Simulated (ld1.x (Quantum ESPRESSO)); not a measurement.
Values are calculated unless marked as measured or tabulated.
**Hardness and transferability of assorted potentials**

Generated with ld1.x 7.5 (TM, RRKJ, ultrasoft, PAW), atompaw 4.2 or ONCVPSP 4.0.1. The cutoff is in Ry: for ld1.x and atompaw files where the sum of valence levels is converged to 10 mRy in a Bessel basis, for ONCV files where the hardest occupied wave has 1 mHa per electron of residual kinetic energy. The error is the largest all-electron minus pseudo excitation energy over each file’s own four to seven test configurations (ionisations up to +4, promotions, holes and added fractions of an electron), all of which were solved. The labels leave out finer settings (local radius, basis sizes, second energies), which also bear on the numbers. Spin-polarised tests are not counted. The rows are a selection from randomly drawn settings: files with unsolved tests, undetermined cutoffs or missed reference levels are left out.

A true bound ghost makes a file unfit for plane-wave use even where its test errors are small: the radial tests pick states by their node count and pass the ghost by.

```tsv
element	potential	cutoff (Ry)	largest error (meV)	bound ghosts
K	TM, PBE, scalar-relativistic, rc 1.15/1.80/2.50 (spd), local p, core correction no, reference 3s2 3p6 3d0 4s0 4p0	80	+67	none
Ti	TM, PBEsol, scalar-relativistic, rc 2.25/2.70/1.90 (spd), local s, core correction yes, reference 3d2 4s2 4p0	55	-543	none
Se	RRKJ, PBE, scalar-relativistic, rc 1.25/1.30/0.85 (spd), local smoothed, core correction yes, reference 3d10 4s2 4p3	260	-453	s
Rb	TM, Wu–Cohen, scalar-relativistic, rc 3.85/4.20/4.20 (spd), local s, core correction no, reference 5s1 5p0	6	+38	none
Xe	ultrasoft, PBE, fully relativistic, rc 1.55/1.90 (sp), local smoothed, core correction no, reference 5s2 5p6	18	-62	d
Hg	TM, LDA (PZ), fully relativistic, rc 2.10/2.35/1.60 (spd), local smoothed, core correction yes, reference 5d10 6s2 6p0	50	-44	s
```

**Question.** Fill in the row for Si: TM, BP86, scalar-relativistic, rc 1.70/1.75/1.32 (spd), local s, core correction yes, reference 3s2 3p2.

**Answer.** cutoff 15 Ry, largest error +47 meV, bound ghosts: none.
